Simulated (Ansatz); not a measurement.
Basis-set extrapolation for FH3S2Si, SMILES `F[SiH2]SS` (PBE0-D4/def2-TZVP geometry, frozen core, Ansatz). Multiplicity 1, RHF reference.

|  | def2-TZVPP | def2-QZVPP |
| --- | --- | --- |
| HF | -1185.353630 | -1185.390456 |
| MP2 correlation | -0.723727 | -0.790789 |
| CCSD(T) correlation | -0.799201 | not run |

Energies in hartree. Use E(X) = E(∞) + A·exp(−7.88·√X) for Hartree–Fock and E(X) = E(∞) + B·X^(−2.97) for correlation, with X = 3 and 4, and add CCSD(T) minus MP2 of the smaller set to the MP2 limit.

Question: What is the CCSD(T) energy at the basis-set limit?

Answer: HF limit: -1185.390456 + (-0.036826) × 0.13774 = -1185.39553. MP2 limit: -0.790789 + (-0.067062) × 0.74074 = -0.84046. Higher-order term: -0.799201 − (-0.723727) = -0.07547. Total: -1186.31146 hartree, 416.5 kJ/mol below CCSD(T)/def2-TZVPP.
